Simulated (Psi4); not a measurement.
Cl$_{2}$Pb, triplet, at a GFN2-xTB geometry (such geometries of metal compounds can be far from the true shape) (the spin is typed, not shown lowest) (core potentials on Pb); Psi4 with PBE0/def2-SVP.

Here is a job for Psi4.
```
memory 2 GB

molecule mol {
0 3
  Pb    0.011449   -0.016426    0.686590
  Cl    0.852865    1.015832   -1.647220
  Cl   -0.908088   -0.936603   -1.664566
}

set basis def2-svp
set reference uks
set scf_type pk
set puream true
set d_convergence 1e-8
set dft_radial_points 99
set dft_spherical_points 590

energy('pbe0')
print_variables()
```

What the program printed (banner, timings and long lists left out):

```
   => Loading Basis Set <=

    Name: DEF2-SVP
    Role: ORBITAL
    Keyword: BASIS

    !!!  WARNING: ECP capability is in beta. Please check occupations closely.  !!!

         ---------------------------------------------------------
                                   SCF
               by Justin Turney, Rob Parrish, Andy Simmonett
                          and Daniel G. A. Smith
                              UKS Reference
         ---------------------------------------------------------

  ==> Geometry <==

    Molecular point group: cs
    Full point group: Cs

    Geometry (in Angstrom), charge = 0, multiplicity = 3:

       Center              X                  Y                   Z               Mass
    ------------   -----------------  -----------------  -----------------  -----------------
         PB           0.003892100110    -0.589728294067     0.000000000000   207.976652500000
         CL          -1.326199298310     1.745022967110     0.000000000000    34.968852682000
         CL           1.303051099557     1.762375963017     0.000000000000    34.968852682000

  Running in cs symmetry.

  Rotational constants: A =      0.13946  B =      0.05865  C =      0.04129 [cm^-1]
  Rotational constants: A =   4181.02725  B =   1758.24813  C =   1237.74078 [MHz]
  Nuclear repulsion =  205.472970195828964

  Charge       = 0
  Multiplicity = 3
  Electrons    = 56
  Nalpha       = 29
  Nbeta        = 27

  ==> Algorithm <==

  SCF Algorithm Type is PK.
  DIIS enabled.
  MOM disabled.
  Fractional occupation disabled.
  Guess Type is SAD.
  Energy threshold   = 1.00e-06
  Density threshold  = 1.00e-08
  Integral threshold = 1.00e-12

  ==> Primary Basis <==

  Basis Set: DEF2-SVP
    Blend: DEF2-SVP
    Number of shells: 26
    Number of basis functions: 62
    Number of Cartesian functions: 66
    Spherical Harmonics?: true
    Max angular momentum: 2

  Core potential: DEF2-SVP
    Number of shells: 4
    Number of ECP primitives: 18
    Number of ECP core electrons: 60
    Max angular momentum: 3

  ==> DFT Potential <==

   => LibXC <=

    Version 7.1.2
    S. Lehtola, C. Steigemann, M. J. T. Oliveira, and M. A. L. Marques,  SoftwareX 7, 1–5 (2018) (10.1016/j.softx.2017.11.002)

   => Composite Functional: PBE0 <=

    PBE0 Hyb-GGA Exchange-Correlation Functional

    C. Adamo and V. Barone,  J. Chem. Phys. 110, 6158 (1999) (10.1063/1.478522)
    M. Ernzerhof and G. E. Scuseria,  J. Chem. Phys. 110, 5029 (1999) (10.1063/1.478401)

    Deriv               =              1
    GGA                 =           TRUE
    Meta                =          FALSE

    Exchange Hybrid     =           TRUE
    MP2 Hybrid          =          FALSE

   => Exchange Functionals <=

    0.7500   Perdew, Burke & Ernzerhof

   => Exact (HF) Exchange <=

    0.2500               HF

   => Correlation Functionals <=

    1.0000   Perdew, Burke & Ernzerhof

   => LibXC Density Thresholds  <==

    XC_HYB_GGA_XC_PBEH:  1.00E-15

   => Molecular Quadrature <=

    Radial Scheme          =       TREUTLER
    Pruning Scheme         =           NONE
    Nuclear Scheme         =       TREUTLER

    Blocking Scheme        =         OCTREE
    BS radius alpha        =              1
    Pruning alpha          =              1
    Radial Points          =             99
    Spherical Points       =            590
    Total Points           =         161933
    Total Blocks           =           1328
    Max Points             =            256
    Max Functions          =             61
    Weights Tolerance      =       1.00E-15

  ==> Integral Setup <==

  Using in-core PK algorithm.
   Calculation information:
      Number of atoms:                   3
      Number of AO shells:              26
      Number of primitives:             59
      Number of atomic orbitals:        66
      Number of basis functions:        62

      Integral cutoff                 1.00e-12
      Number of threads:                 1

  Performing in-core PK
[...]
   -------------------------
     A'        44      44
     A"        18      18
   -------------------------
    Total      62      62
   -------------------------

  ==> Iterations <==

                        Total Energy        Delta E     RMS |[F,P]|

   @UKS iter SAD: -1111.16766959912388   -1.11117e+03   0.00000e+00
   @UKS iter   1: -1112.63513459189539   -1.46746e+00   6.38470e-03 DIIS/ADIIS
   @UKS iter   2: -1112.66649645978259   -3.13619e-02   4.33817e-03 DIIS/ADIIS
   @UKS iter   3: -1112.68600916268406   -1.95127e-02   4.48018e-04 DIIS/ADIIS
   @UKS iter   4: -1112.68622805300924   -2.18890e-04   2.01169e-04 DIIS/ADIIS
   @UKS iter   5: -1112.68626836431508   -4.03113e-05   1.25285e-04 DIIS/ADIIS
   @UKS iter   6: -1112.68629302319846   -2.46589e-05   1.55262e-05 DIIS
   @UKS iter   7: -1112.68629387251940   -8.49321e-07   8.75708e-06 DIIS
   @UKS iter   8: -1112.68629412009750   -2.47578e-07   2.89079e-06 DIIS
   @UKS iter   9: -1112.68629420374964   -8.36521e-08   1.11376e-06 DIIS
   @UKS iter  10: -1112.68629421150172   -7.75208e-09   2.42442e-07 DIIS
   @UKS iter  11: -1112.68629421171045   -2.08729e-10   6.88781e-08 DIIS
   @UKS iter  12: -1112.68629421172159   -1.11413e-11   1.45719e-08 DIIS
   @UKS iter  13: -1112.68629421172136    2.27374e-13   2.71037e-09 DIIS
  Energy and wave function converged.

  ==> Post-Iterations <==

   Electrons on quadrature grid:
      Nalpha   =   29.0000003226 ; deviation = 3.226e-07
      Nbeta    =   27.0000003283 ; deviation = 3.283e-07
      Ntotal   =   56.0000006509 ; deviation = 6.509e-07

   @Spin Contamination Metric:   5.174963081E-03
   @S^2 Expected:                2.000000000E+00
   @S^2 Observed:                2.005174963E+00
   @S   Expected:                1.000000000E+00
   @S   Observed:                1.000000000E+00

    Orbital Energies [Eh]
    ---------------------

    Alpha Occupied:

[...]
    Alpha Virtual:

[...]
    Beta Occupied:

[...]
    Beta Virtual:

[...]
    Final Occupation by Irrep:
             Ap   App
    DOCC [    20,    7 ]
    SOCC [     1,    1 ]
    NA   [    21,    8 ]
    NB   [    20,    7 ]

  @UKS Final Energy: -1112.68629421172136

   => Energetics <=

    Nuclear Repulsion Energy =            205.4729701958289638
    One-Electron Energy =               -2017.2006877910698677
    Two-Electron Energy =                 753.7570476876204566
    DFT Exchange-Correlation Energy =     -54.7156243041010413
    Empirical Dispersion Energy =           0.0000000000000000
    VV10 Nonlocal Energy =                  0.0000000000000000
    Total Energy =                      -1112.6862942117215880

  UHF NO Occupations:
  HONO-2 :   20 Ap 1.9989048
  HONO-1 :   21 Ap 1.0000000
  HONO-0 :    8App 1.0000000
  LUNO+0 :   22 Ap 0.0010952
  LUNO+1 :   23 Ap 0.0008069
  LUNO+2 :   24 Ap 0.0002832
  LUNO+3 :   25 Ap 0.0002331

Computation Completed

Properties will be evaluated at   0.000000,   0.000000,   0.000000 [a0]

Properties computed using the SCF density matrix

 Multipole Moments:

 ------------------------------------------------------------------------------------
     Multipole            Electronic (a.u.)      Nuclear  (a.u.)        Total (a.u.)
 ------------------------------------------------------------------------------------

 L = 1.  Multiply by 2.5417464519 to convert [e a0] to [Debye]
 Dipole X            :          0.5908067           -0.5818338            0.0089729
 Dipole Y            :        -89.5186234           88.1590484           -1.3595749
 Dipole Z            :          0.0000000            0.0000000            0.0000000
 Magnitude           :                                                    1.3596045

 ------------------------------------------------------------------------------------

  Variable Map:
  ----------------------------------------------------------------------------
[...]
  Array Variable Map:
  ----------------------------------------------------------------------------
[...]
[...]
```
